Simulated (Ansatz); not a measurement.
`[OH][Al]([Cl])[CH2][SiH3]` + H–F → `[OH][Al]([F])[Cl]` + `C[SiH3]` at 700 K and 1 bar (ligand exchange at the Al–C bond).

Isolated molecules relaxed with PBE0-D4/def2-TZVP in Ansatz; ΔE leaves out vibrations. CCSD(T)/CBS is the MP2 limit (def2-TZVPP, def2-QZVPP) plus CCSD(T) − MP2 in def2-TZVPP, frozen cores. This one scheme is used for every species. One conformer a species, not always the lowest.

```tsv
species	CCSD(T)/CBS energy (Eh)	H − E (kJ/mol)	S (J/(mol·K))
`[OH][Al]([Cl])[CH2][SiH3]`	-1107.85855	266.9	531.2
H–F	-100.39570	45.2	198.5
`[OH][Al]([F])[Cl]`	-877.57483	98.6	384.5
`C[SiH3]`	-330.73916	210.8	332.0
```

H − E and S are ideal-gas, rigid-rotor, harmonic terms from PBE0-D4/def2-TZVP, for one conformer and one mirror image of each species. 1 Eh = 2625.50 kJ/mol, R = 8.31446 J/(mol·K).

By hand: ΔE, ΔH, ΔS and ΔG.

ΔE = (-877.57483) + (-330.73916) − (-1107.85855) − (-100.39570) = -0.05974 Eh = -156.8 kJ/mol. Δ(H − E) = 98.6 + 210.8 − 266.9 − 45.2 = -2.7, so ΔH = -159.5 kJ/mol. ΔS = 384.5 + 332.0 − 531.2 − 198.5 = -13.2 J/(mol·K). ΔG = -159.5 − 700 × (-13.2)/1000 = -150.3 kJ/mol.

By hand: the equilibrium constant, and the temperature at which ΔG would vanish if ΔH and ΔS stayed fixed.

log₁₀ K = −ΔG/(RT ln 10) = 11.2. ΔG = 0 at ΔH/ΔS = 12083 K, far beyond where these terms or the molecules hold.

The number of gas molecules stays the same, so ΔS is small and ΔH decides. A doubt of 5 kJ/mol in ΔE shifts log₁₀ K by 0.4 here. Other conformers and mirror images would add mixing entropy, several J/(mol·K) or more a flexible species. Modes under 60 cm⁻¹, often nearly free rotors, make the harmonic entropy too high. These are equilibria of isolated gas molecules and say nothing of rates. Largest T1 diagnostic: 0.011 (customary marks: 0.02 for closed shells, 0.045 for open ones).
